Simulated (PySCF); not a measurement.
Isomers of C8H15N, mass 125.120 u with the commonest isotopes. Level of theory: PBE0/pcSseg-1 in PySCF (dipole) on a GFN2-xTB geometry, gas phase. One conformer each, none proved a minimum here; rigid rotors.

Problem. Order these by rotational constant B, largest first.
A. `[CH2:1]=[C:2]([CH3:3])[C@@H:4]1[CH2:5][CH2:6][C@H:7]1[CH2:8][NH2:9]` with C1–C2–C4–C5 120°, C6–C7–C8–N9 -77°, C7–C8–N9–H 60° and 178°, C2–C4–C5–C6 -139°, C4–C5–C6–C7 15°, C5–C6–C7–C8 -135°, C2–C4–C7–C6 136°
B. `[CH2:1]=[CH:2][CH2:3]/[C:4](=[N:5]\[CH3:6])[CH:7]([CH3:8])[CH3:9]` with C1–C2–C3–C4 -118°, C2–C3–C4–N5 94°, C3–C4–C7–C8 -91°
C. `[NH2:1][C@@H:2]1[CH2:3][C@H:4]2[CH2:5][CH2:6][CH2:7][C@@H:8]1[CH2:9]2` with H–N1–C2–C3 -64° and 178°
D. `[CH2:1]=[C:2]1[CH2:3][CH2:4][C@@H:5]([CH3:6])[C@H:7]1[CH2:8][NH2:9]` with C5–C7–C8–N9 -52°, C7–C8–N9–H 180° and -62°, C1–C2–C3–C4 -175°, C2–C3–C4–C5 -28°, C3–C4–C5–C6 -81°, C4–C5–C7–C8 -162°

Solution. C (1553 MHz), D (1495 MHz), B (1087 MHz), A (1020 MHz).

Problem. Order these by radius of gyration √(Σ m r²/M), largest first.
A. `[CH2:1]=[C:2](/[CH:3]=[N:4]\[CH3:5])[C:6]([CH3:7])([CH3:8])[CH3:9]` with C1–C2–C3–N4 57°
B. `[CH2:1]=[C:2]1[CH2:3][CH2:4][C@@H:5]([CH3:6])[C@H:7]1[CH2:8][NH2:9]` with C5–C7–C8–N9 -52°, C7–C8–N9–H 180° and -62°, C1–C2–C3–C4 -175°, C2–C3–C4–C5 -28°, C3–C4–C5–C6 -81°, C4–C5–C7–C8 -162°
C. `[CH2:1]=[CH:2][CH2:3]/[C:4](=[N:5]\[CH3:6])[CH:7]([CH3:8])[CH3:9]` with C1–C2–C3–C4 -118°, C2–C3–C4–N5 94°, C3–C4–C7–C8 -91°
D. `[NH2:1][C@@H:2]1[CH2:3][C@H:4]2[CH2:5][CH2:6][CH2:7][C@@H:8]1[CH2:9]2` with H–N1–C2–C3 -64° and 178°
E. `[CH2:1]=[C:2]([CH3:3])[C@@H:4]1[CH2:5][CH2:6][C@H:7]1[CH2:8][NH2:9]` with C1–C2–C4–C5 120°, C6–C7–C8–N9 -77°, C7–C8–N9–H 60° and 178°, C2–C4–C5–C6 -139°, C4–C5–C6–C7 15°, C5–C6–C7–C8 -135°, C2–C4–C7–C6 136°

Solution. E (2.279 Å), C (2.254 Å), A (2.155 Å), B (2.059 Å), D (1.883 Å).

Problem. Order these by rotational constant A, smallest first.
A. `[NH2:1][C@@H:2]1[CH2:3][C@H:4]2[CH2:5][CH2:6][CH2:7][C@@H:8]1[CH2:9]2` with H–N1–C2–C3 -64° and 178°
B. `[CH3:1][N:2]([CH3:3])[C@H:4]1[CH2:5][C@H:6]2[CH2:7][C@H:8]2[CH2:9]1` with C1–N2–C4–C5 59°, N2–C4–C5–C6 151°, C4–C5–C6–C7 -83°, C5–C6–C7–C8 96°, C6–C7–C8–C9 -96°
C. `[CH2:1]=[CH:2][CH2:3]/[C:4](=[N:5]\[CH3:6])[CH:7]([CH3:8])[CH3:9]` with C1–C2–C3–C4 -118°, C2–C3–C4–N5 94°, C3–C4–C7–C8 -91°
D. `[CH2:1]=[C:2]1[CH2:3][CH2:4][C@@H:5]([CH3:6])[C@H:7]1[CH2:8][NH2:9]` with C5–C7–C8–N9 -52°, C7–C8–N9–H 180° and -62°, C1–C2–C3–C4 -175°, C2–C3–C4–C5 -28°, C3–C4–C5–C6 -81°, C4–C5–C7–C8 -162°

Solution. C (2072 MHz), D (2128 MHz), A (2661 MHz), B (3534 MHz).

```
                     SMILES  point group  Ia (u·Å²)  Ib (u·Å²)  Ic (u·Å²)      κ  μa (D)  μb (D)  μc (D)
    C=C1CC[C@@H](C)[C@H]1CN           C1     237.45     338.05     485.29  -0.17    0.66    0.67    0.60
          C=CC/C(=N\C)C(C)C           C1     243.89     464.84     562.30  -0.68    0.90    0.65    0.76
N[C@@H]1C[C@H]2CCC[C@@H]1C2           C1     189.95     325.50     372.06  -0.70    0.14    0.62    1.01
    C=C(C)[C@@H]1CC[C@H]1CN           C1     186.61     495.32     617.96  -0.79    0.34    1.06    1.24
        C=C(/C=N\C)C(C)(C)C           C1     193.73     466.56     501.86  -0.90    1.54    1.03    0.71
CN(C)[C@H]1C[C@H]2C[C@H]2C1           Cs     143.02     457.37     543.17  -0.87    0.21    0.00    0.67
```
